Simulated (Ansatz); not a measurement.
`C[SiH2]S[SiH2][GaH2]` + H–F → `C[SiH2]S[SiH2]F` + `[GaH3]`  (cleavage of the Si–Ga bond)

Calculated with Ansatz (gas phase, PBE0-D4/def2-TZVP geometries, no zero-point term in ΔE). CBS: MP2 limit from def2 TZ/QZ plus the TZ coupled-cluster correction, frozen cores. This one scheme is used for every species. Functionals use def2-TZVPP. B3LYP here is the variant with VWN-RPA as its local correlation; programs differ in this. For Ga outer-core shells are correlated without core-valence functions, which leaves a few kJ/mol of doubt a bond. Scalar relativity is left out up to krypton. One conformer a species, not always the lowest.

```
               species  B3LYP energy (Eh)
`C[SiH2]S[SiH2][GaH2]`        -2945.75936
                   H–F         -100.49272
     `C[SiH2]S[SiH2]F`        -1119.62566
              `[GaH3]`        -1926.67855
```

Problem. Work out ΔE.

Solution. ΔE = (-1119.62566) + (-1926.67855) − (-2945.75936) − (-100.49272) = -0.05213 Eh = -136.9 kJ/mol. CCSD(T)/CBS gives -111.9 kJ/mol.

Largest T1 diagnostic among the species: 0.013.

At CCSD(T), def2-SVP lies −7.4 kJ/mol from the extrapolated value and def2-TZVPP −3.3 kJ/mol. In def2-TZVPP, CCSD(T) changes the Hartree–Fock value by +49.2 kJ/mol (the triples alone add +6.5 kJ/mol) and MP2 by +46.8 kJ/mol. From PBE to PBE0 (25 % exact exchange), in def2-TZVPP and without D4, ΔE moves by −4.2 kJ/mol.
